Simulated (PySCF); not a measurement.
CH7ClN2Si, SMILES C(N)[Si@@H](N)Cl.

The structure is a stationary point at B3LYP-D3(BJ)/def2-SVP. The structure was generated by enumeration; whether it is a known compound was not checked. The values are those of a single conformer.

Computed with PBE/def2-TZVP in PySCF.

Gas-phase values at a fixed geometry.

Question: Estimate the frontier levels, gap, dipole moment and polarisability. (Estimate from the structure and the level; the computed values follow.)

Answer: 
```
Quantity                                                                                                       Result
---------------------------------------------------------------------------------------------  ----------------------
highest occupied level                                                                                       -5.32 eV
lowest empty level                                                                                           -0.29 eV
orbital gap                                                                                                   5.03 eV
dipole moment                                                                                                  2.12 D
quadrupole, principal values (traceless, Buckingham form, about the centre of nuclear charge)  -11.60, 2.87, 8.73 D·Å
mean static polarisability                                                                      68.8 bohr³ (10.19 Å³)
polarisability, principal values                                                               58.5, 65.1, 82.8 bohr³
```
